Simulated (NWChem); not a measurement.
# CH4Ge, singlet; SMILES [CH3][GeH]

Program: NWChem. Low-valent species are run as closed-shell singlets; no triplet was tried in these runs. Each level has its own optimisation; frequencies are unscaled.

For level Hartree-Fock/STO-3G:

| Quantity | Value |
|---|---|
| r Ge–H (Å) | 1.465 |
| r C–Ge (Å) | 1.919 |
| highest harmonic frequency (cm⁻¹) | 3741 |
| lowest (cm⁻¹) | 193 |
| zero-point energy (kcal/mol) | 31.9 |

### Question
Estimate the same quantities for level CAM-B3LYP/def2-SVP.

### Answer
The r Ge–H (Å) comes out as 1.597. The r C–Ge (Å) is 1.990. The highest harmonic frequency (cm⁻¹) is 3163, the lowest (cm⁻¹) is 181 and the zero-point energy (kcal/mol) comes out as 26.0.
